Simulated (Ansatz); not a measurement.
`C=C[CH2][Al]([Cl])[Cl]` and `C=C[CH2][AlH][Cl]` differ in one atom or group.

Ansatz, PBE0-D4/def2-TZVP geometries, multiplicity 1. Each molecule was computed in one conformer, which needn't be the lowest.

```json
{"property": "HOMO–LUMO gap (PBE0/def2-TZVPP) / eV", "`C=C[CH2][Al]([Cl])[Cl]`": "6.24"}
{"property": "LUMO energy (ωB97M-V/def2-TZVPP) / eV", "`C=C[CH2][Al]([Cl])[Cl]`": "0.81"}
{"property": "HOMO–LUMO gap (ωB97M-V/def2-TZVPP) / eV", "`C=C[CH2][Al]([Cl])[Cl]`": "10.25"}
{"property": "size of the dipole moment (B3LYP/def2-TZVPP) / D", "`C=C[CH2][Al]([Cl])[Cl]`": "2.61"}
{"property": "HOMO energy (PBE0/def2-TZVPP) / eV", "`C=C[CH2][Al]([Cl])[Cl]`": "-7.34"}
{"property": "HOMO–LUMO gap (B3LYP/def2-TZVPP) / eV", "`C=C[CH2][Al]([Cl])[Cl]`": "5.82"}
```

Problem. Give the same properties after the change, and the shifts. (Estimate.)

Solution. The calculation gave: 
```json
{"property": "HOMO–LUMO gap (PBE0/def2-TZVPP) / eV", "`C=C[CH2][AlH][Cl]`": "6.06", "shift": "-0.18"}
{"property": "LUMO energy (ωB97M-V/def2-TZVPP) / eV", "`C=C[CH2][AlH][Cl]`": "0.88", "shift": "0.07"}
{"property": "HOMO–LUMO gap (ωB97M-V/def2-TZVPP) / eV", "`C=C[CH2][AlH][Cl]`": "10.10", "shift": "-0.15"}
{"property": "size of the dipole moment (B3LYP/def2-TZVPP) / D", "`C=C[CH2][AlH][Cl]`": "2.60", "shift": "-0.01"}
{"property": "HOMO energy (PBE0/def2-TZVPP) / eV", "`C=C[CH2][AlH][Cl]`": "-7.14", "shift": "0.20"}
{"property": "HOMO–LUMO gap (B3LYP/def2-TZVPP) / eV", "`C=C[CH2][AlH][Cl]`": "5.65", "shift": "-0.17"}
```

Dipoles are sizes alone; their direction can turn.

B3LYP here is the variant with VWN-RPA as its local correlation; programs differ in this.
